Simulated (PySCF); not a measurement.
Run record: geometry optimisation, ReO3H (`[H][Re](=[O])(=[O])=[O]`).

Computed with PBE0-D3(BJ)/def2-SVP geometry optimisation, gas phase, def2 core potentials past Kr (PySCF 2.14.0). Start geometry: GFN2-xTB. The input is one job of a driver script: a line of settings, then coordinates in Å.

Input:
```
{"job": {"xc": "PBE0", "basis": "def2-SVP", "d3": "d3bj", "grid": 1, "maxiter": 30, "shake": 0.03, "kind": "geom"}, "charge": 0, "multiplicity": 1}
Re     0.147970     0.074160     0.075280
O     -0.089370    -0.172390     1.670240
O      1.491490    -0.133390    -0.671400
O     -0.809810     1.284080    -0.629290
H     -0.665430    -1.162940    -0.506960
```

Output:
```
step   0  E = -304.16059585  max force = 0.242513
step   1  E = -304.20581909  max force = 0.034870
step   2  E = -304.20823535  max force = 0.014750
step   3  E = -304.20645597  max force = 0.052445
step   4  E = -304.21086176  max force = 0.008302
step   5  E = -304.21105031  max force = 0.003623
step   6  E = -304.21107307  max force = 0.000386
step   7  E = -304.21107502  max force = 0.000110
optimisation converged
```

Energies in Eh; «max force» is the largest Cartesian gradient component in Eh/bohr.

Task: Give the first gradient maximum in eV/Å.

Result: With 1 Eh/bohr = 51.422 eV/Å, 12.471 eV/Å.

Task: How much energy does the optimisation release, in kcal/mol?

Result: E(step 0) − E(last step) = 0.050479 Eh, which is 31.7 kcal/mol.

Summary of the converged run: final energy -304.21108 Eh after 7 steps; dipole 1.59 D.

Task: Where do the atoms end?

Result: 0.135 Å rms from the input after alignment:
```
atom  x, y, z in Å
Re1    0.0474    0.0318    0.0114
O2    -0.0340   -0.1086    1.6977
O3     1.6229   -0.0991   -0.5977
O4    -0.7986    1.3697   -0.5928
H5    -0.7630   -1.3042   -0.5807
```

The run took 25 s on an Arm Neoverse V1 with one thread, shared host, and the process peaked at 0.31 GiB of memory.
Labels such as C1 count atoms from 1, the log's own numbers from 0.
